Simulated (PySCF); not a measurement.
Atomic charges against the basis set

Species: C7H9N.
Atom-mapped SMILES: `[CH3:1][CH2:2][c:3]1[cH:4][cH:5][cH:6][cH:7][n:8]1` (hydrogens: H9, H10, H11 on C1; H12, H13 on C2; H14 on C4; H15 on C5; H16 on C6; H17 on C7)

PBE0 throughout (PySCF), one geometry, spherical d and f functions. One conformer (not necessarily the lowest) at the PBE0-D3(BJ)/def2-SVP geometry, without solvent, vibrations or thermal averaging. The first 7 of 14 kinds of atom are listed.

Mulliken charges (e):

```tsv
basis	functions	C1	C2	C3	C4	C5	C6	C7
STO-3G	49	-0.228	-0.144	+0.091	-0.092	-0.079	-0.092	+0.005
pcSseg-0	90	-0.634	-0.465	+0.160	-0.208	-0.201	-0.300	+0.106
6-31G	90	-0.489	-0.351	+0.185	-0.160	-0.156	-0.172	-0.013
6-31G*	130	-0.526	-0.381	+0.267	-0.214	-0.136	-0.195	-0.002
cc-pVDZ	157	-0.085	-0.011	+0.010	-0.026	+0.061	-0.077	+0.104
def2-SVP	157	-0.088	+0.034	-0.093	-0.024	+0.032	-0.066	+0.053
pcSseg-1	181	-0.286	-0.145	+0.027	-0.111	-0.013	-0.189	+0.143
aug-cc-pVDZ	265	+0.410	+0.202	+0.217	+1.464	+0.026	+1.097	+0.085
6-311+G(2d,p)	270	-0.568	-0.268	+0.371	-0.117	-0.296	+0.040	-0.097
def2-TZVP	302	-0.381	-0.175	+0.197	-0.195	-0.113	-0.102	-0.075
```

IAO charges (e):

```
        basis  functions      C1      C2      C3      C4      C5      C6      C7
       STO-3G         49  -0.388  -0.262  +0.071  -0.152  -0.125  -0.155  -0.058
     pcSseg-0         90  -0.418  -0.273  +0.120  -0.180  -0.124  -0.184  -0.023
        6-31G         90  -0.427  -0.268  +0.128  -0.184  -0.126  -0.185  -0.030
       6-31G*        130  -0.407  -0.259  +0.145  -0.183  -0.116  -0.183  -0.004
      cc-pVDZ        157  -0.406  -0.259  +0.147  -0.187  -0.119  -0.187  -0.006
     def2-SVP        157  -0.396  -0.254  +0.145  -0.183  -0.116  -0.183  -0.004
     pcSseg-1        181  -0.406  -0.258  +0.144  -0.188  -0.120  -0.189  -0.006
  aug-cc-pVDZ        265  -0.418  -0.264  +0.150  -0.192  -0.121  -0.193  -0.006
6-311+G(2d,p)        270  -0.420  -0.265  +0.151  -0.191  -0.121  -0.192  -0.005
    def2-TZVP        302  -0.420  -0.266  +0.152  -0.191  -0.120  -0.192  -0.004
```

Hirshfeld charges (e):

```tsv
basis	functions	C1	C2	C3	C4	C5	C6	C7
STO-3G	49	-0.037	-0.005	+0.065	-0.036	-0.016	-0.032	+0.035
pcSseg-0	90	-0.102	-0.053	+0.072	-0.058	-0.031	-0.056	+0.016
6-31G	90	-0.099	-0.051	+0.069	-0.059	-0.032	-0.056	+0.015
6-31G*	130	-0.100	-0.054	+0.070	-0.058	-0.030	-0.056	+0.017
cc-pVDZ	157	-0.110	-0.065	+0.071	-0.059	-0.032	-0.059	+0.014
def2-SVP	157	-0.113	-0.067	+0.074	-0.059	-0.032	-0.059	+0.016
pcSseg-1	181	-0.116	-0.070	+0.072	-0.059	-0.034	-0.059	+0.015
aug-cc-pVDZ	265	-0.123	-0.079	+0.066	-0.060	-0.036	-0.062	+0.012
6-311+G(2d,p)	270	-0.115	-0.074	+0.062	-0.059	-0.035	-0.061	+0.013
def2-TZVP	302	-0.119	-0.074	+0.067	-0.059	-0.035	-0.061	+0.013
```

Which scheme is steadiest as the basis changes?

Largest range over the bases for any column: IAO 0.08 e, Hirshfeld 0.09 e, Mulliken 1.68 e. IAO and Hirshfeld charges move least and Mulliken charges most, counted in e. Without the minimal STO-3G basis the ranges are IAO 0.03, Hirshfeld 0.03, Mulliken 1.68 e.

How much do the charges still move between the two largest bases, 6-311+G(2d,p) and def2-TZVP?

At most, over all atoms: Mulliken 0.187 e, IAO 0.001 e, Hirshfeld 0.005 e.

What do the same runs give for the total energy, the frontier levels and the dipole moment?

```
        basis  energy (Eh)  HOMO (eV)  LUMO (eV)  μ (D)
       STO-3G    -322.5459      -4.60       2.26   1.62
     pcSseg-0    -325.7887      -7.04      -0.70   2.07
        6-31G    -326.4379      -6.86      -0.38   2.00
       6-31G*    -326.5215      -7.02      -0.37   1.74
      cc-pVDZ    -326.5479      -7.12      -0.53   1.63
     def2-SVP    -326.2934      -7.16      -0.63   1.72
     pcSseg-1    -326.4838      -7.31      -0.75   1.79
  aug-cc-pVDZ    -326.5632      -7.29      -0.80   1.77
6-311+G(2d,p)    -326.6125      -7.30      -0.81   1.79
    def2-TZVP    -326.6384      -7.28      -0.76   1.75
```

The dipole is fixed by the density alone, so its range of 0.45 D shows that the density itself changes with the basis, not only its division among atoms.
